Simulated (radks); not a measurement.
Q: Successive ionisation energies (eV) of one element, from differences of total energies of ions in their ground configurations, starting at charge 0: 7.019, 19.539, 35.896, 55.029, 76.440, 107.57, 134.22, 162.62, 192.65, 224.17, 320.26, 352.08, 383.94, 427.13, 461.75, 496.29, 569.58, 608.37, 1545.5, 1648.6, 1751.2, 1894.3. Calculated with a radial shooting solver on a logarithmic mesh with Libxc functionals: scalar-relativistic Kohn-Sham, PBEsol, spin-polarised, spherical densities, finite nucleus; open shells are filled with parallel spins first; Fermi nuclear charge, rms radius 3.7757 fm. Which element is it?

A: Nickel (Z = 28). The first species listed is Ni in [Ar] 3d8 4s2, the last Ni21+ in [He] 2s2 2p3.
